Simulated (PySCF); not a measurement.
A calculated (PBE, PySCF 2.14, aug-cc-pVTZ, no relativity, point nucleus) atom or ion has these occupied shells.

| shell | electrons | orbital energy (eV) | rms radius, mean of both spins (bohr) |
| --- | --- | --- | --- |
| 1s β | 1 | -6928.9 | 0.0684 |
| 1s α | 1 | -6928.9 | 0.0684 |
| 2s α | 1 | -801.50 | 0.293 |
| 2s β | 1 | -800.14 | 0.293 |
| 2p α | 3 | -690.96 | 0.262 |
| 2p β | 3 | -689.94 | 0.262 |
| 3s α | 1 | -88.423 | 0.886 |
| 3s β | 1 | -85.267 | 0.886 |
| 3p α | 3 | -56.215 | 0.946 |
| 3p β | 3 | -53.124 | 0.946 |
| 3d α | 5 | -4.842 | 1.50 |
| 4s β | 1 | -4.226 | 3.60 |
| 3d β | 2 | -3.101 | 1.50 |

**Question.** Name the element and its charge.

**Answer.** Fe (iron, neutral), in [Ar] 3d7 4s1, 4s spin antiparallel (an excited configuration).
